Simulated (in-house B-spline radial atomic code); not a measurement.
How numerical settings move a run on Ni II (Ni+), [Ar] 3d9. Computed with a B-spline radial code for spherical atoms: Dirac-Kohn-Sham BLYP, spherical fractional occupations, Fermi nucleus of rms radius 3.7757 fm.

Command:
```bash
python run_scf.py task.json out
```
Settings of the sound reference run:
```
Z                28
electrons        27
configuration    [Ar] 3d9
hamiltonian      dirac
method           b88,lyp
spin_polarised   False
nucleus          fermi
rms_radius       3.7757
mass_number      58
atomic_mass      57.93534
speed_of_light   137.036
knot_spacing     0.22
spline_order     8
gauss_points     12
box_radius       35.29
max_iterations   70
damping          0.5
damped_steps     3
diis_vectors     10
tolerance        1e-08
start            Thomas-Fermi
```

Time taken, with all properties: 1.8 s on 1 thread of Arm Neoverse V1 (shared host).

It converges in 12 iterations to -1520.684364 hartree, with 3d5/2 at -12.9339 eV. The other runs change the listed settings, some to values that make no sense; their results aren't properties of the atom or ion. Radii are in bohr (the nuclear one in fm), a minus after a letter asks for a j subshell, and «unchanged» means within 1e-8 hartree. The run stops when the residual is below 10 × tolerance × max(1, Z/10), or a noise floor if that is larger, and the energy moves by less than 1e-8 × √|E| hartree; so very loose and very tight tolerances often act alike.

| changed settings | outcome |
| --- | --- |
| start = bare nucleus | converged in 11 iterations, energy unchanged, 3d5/2 level +2.1e-05 eV |
| spline_order = 7 | converged in 12 iterations, energy -1.47e-07 hartree from the reference, 3d5/2 level +3.6e-07 eV |
| method = hf, spin_polarised = True | stopped with error: spin polarisation is not served with the Dirac Hamiltonian |
| spline_order = 6 | converged in 12 iterations, energy +1.25e-06 hartree from the reference, 3d5/2 level +2.7e-07 eV |
| box_radius = 3.53 | converged in 10 iterations, energy +1.20e-01 hartree from the reference, 3d5/2 level +3.3e+00 eV (the program warns: 3d5/2 reaches the box edge; 3s1/2 reaches the box edge) |
| gauss_points = 6, max_iterations = 8 | not converged after 8 iterations, last residual 9.8e-03, last energy +4.48e-03 hartree from the reference |
| box_radius = 5.29 | converged in 11 iterations, energy +5.69e-03 hartree from the reference, 3d5/2 level +3.2e-01 eV (the program warns: 3d5/2 reaches the box edge; 3d3/2 reaches the box edge) |
| spline_order = 5 | converged in 12 iterations, energy +1.43e-05 hartree from the reference, 3d5/2 level -1.9e-06 eV |
| knot_spacing = 0.75, box_radius = 10.59, first_knot = 3.57e-06, max_iterations = 12 | converged in 11 iterations, energy +4.97e-01 hartree from the reference, 3d5/2 level -1.0e-02 eV (the program warns: 3d5/2 reaches the box edge; 3d3/2 reaches the box edge) |
| electrons = 29, configuration = [Ar] 3d11, max_iterations = 50 | stopped with error: shell 3d holds at most 10 electrons |
| max_iterations = 3, diis_vectors = 1, tolerance = 1e-05 | not converged after 3 iterations, last residual 1.8e-01, last energy +1.09e+00 hartree from the reference |
| max_iterations = 3, start = bare nucleus | not converged after 3 iterations, last residual 4.5e-01, last energy +2.50e+00 hartree from the reference |
| spline_order = 4 | converged in 12 iterations, energy +5.04e-04 hartree from the reference, 3d5/2 level -3.5e-05 eV |
| spline_order = 10 | converged in 12 iterations, energy -2.47e-07 hartree from the reference, 3d5/2 level +7.9e-07 eV |
| electrons = 28, configuration = [Ar] 3d9 2f1, max_iterations = 60 | stopped with error: there is no 2f shell |

Q: What happens with spline_order = 3?

A: Converged in 11 iterations, energy +3.28e-02 hartree from the reference, 3d5/2 level -2.3e-03 eV.

Q: What happens with box_radius = 10.59?

A: Converged in 11 iterations, energy +5.62e-07 hartree from the reference, 3d5/2 level +8.3e-05 eV (the program warns: 3d5/2 reaches the box edge; 3d3/2 reaches the box edge).

Q: What happens with box_radius = 7.06?

A: Converged in 12 iterations, energy +2.70e-04 hartree from the reference, 3d5/2 level +2.5e-02 eV (the program warns: 3d5/2 reaches the box edge; 3d3/2 reaches the box edge).

Q: What happens with box_radius = 2.12?

A: Converged in 9 iterations, energy +2.02e+00 hartree from the reference, 3d5/2 level +2.4e+01 eV (the program warns: 3d5/2 has a positive eigenvalue: unbound, held by the box; 3d3/2 has a positive eigenvalue: unbound, held by the box).
